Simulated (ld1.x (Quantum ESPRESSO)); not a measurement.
## Scattering properties, TM potential for lithium

lithium, norm-conserving Troullier–Martins (Kleinman–Bylander form), made with ld1.x (Quantum ESPRESSO) 7.5 (BP86, scalar-relativistic). Core none, reference 1s2 2s1 2p0. Waves: 1s (bound): rc 0.50 bohr; 2p (bound, empty): rc 4.20 bohr; 3d channel at 0.15 Ry: rc 3.75 bohr. Local part: all-electron potential smoothed inside 1.95 bohr (lloc = -1). Core correction: none.

Occupied shells without a wave of their own: 2s. They enter only through the test configuration that unscreens the potential.

The phase is arctan(r·u′/u) with u = r·R(r), unwrapped; energies in Ry, scanned from -6 to 5 Ry. A pole is an energy at which the radial function vanishes at the test radius. The pseudo phase is shifted by a multiple of π to meet the all-electron one at the reference energy, and phase errors are pseudo minus all-electron; the curves can meet again beyond the range given. Levels narrower than the energy grid can be missing from the lists of poles.

Question: For each channel, where are the poles, and over which energies does the pseudopotential scatter like the atom?

Answer:

```csv
channel,radius (bohr),reference energy (Ry),"poles, all-electron","poles, pseudo",unbroken range about the reference energy with phases within 0.05 rad,phase error 1 Ry above the reference energy (rad)
s,4.57,-3.83,"0.06, 1.96, 4.95","0.10, 2.09",below -0.4,+0.000
p,4.57,-0.09,"0.24, 1.81, 4.39","0.25, 2.01, 4.80",below 0.7,+0.442
d,4.57,0.15,"1.05, 3.25","1.05, 3.30",below 1.9,+0.001
```

Phases in the s channel:

| E (Ry) | all-electron | pseudo |
| --- | --- | --- |
| -6.00 | 1.480 | 1.480 |
| -5.74 | 1.477 | 1.477 |
| -5.48 | 1.475 | 1.475 |
| -5.22 | 1.473 | 1.473 |
| -4.96 | 1.470 | 1.470 |
| -4.70 | 1.467 | 1.467 |
| -4.44 | 1.464 | 1.464 |
| -4.18 | 1.460 | 1.460 |
| -3.92 | 1.456 | 1.456 |
| -3.66 | 1.452 | 1.452 |
| -3.40 | 1.447 | 1.447 |
| -3.14 | 1.442 | 1.442 |
| -2.88 | 1.435 | 1.435 |
| -2.62 | 1.428 | 1.428 |
| -2.36 | 1.419 | 1.419 |
| -2.10 | 1.409 | 1.409 |
| -1.84 | 1.395 | 1.395 |
| -1.58 | 1.378 | 1.378 |
| -1.32 | 1.355 | 1.355 |
| -1.06 | 1.319 | 1.319 |
| -0.80 | 1.255 | 1.256 |
| -0.54 | 1.093 | 1.100 |
| -0.28 | -0.105 | 0.045 |
| -0.02 | -1.480 | -1.440 |
| 0.24 | -1.696 | -1.665 |
| 0.50 | -1.875 | -1.823 |
| 0.76 | -2.376 | -2.153 |
| 1.02 | -4.020 | -3.638 |
| 1.28 | -4.477 | -4.399 |
| 1.54 | -4.610 | -4.574 |
| 1.80 | -4.680 | -4.655 |
| 2.06 | -4.731 | -4.707 |
| 2.32 | -4.777 | -4.750 |
| 2.58 | -4.833 | -4.795 |
| 2.84 | -4.923 | -4.854 |
| 3.10 | -5.165 | -4.961 |
| 3.36 | -6.585 | -5.298 |
| 3.62 | -7.514 | -6.958 |
| 3.88 | -7.686 | -7.561 |
| 4.14 | -7.757 | -7.699 |
| 4.40 | -7.798 | -7.761 |
| 4.66 | -7.827 | -7.799 |
| 4.92 | -7.851 | -7.826 |
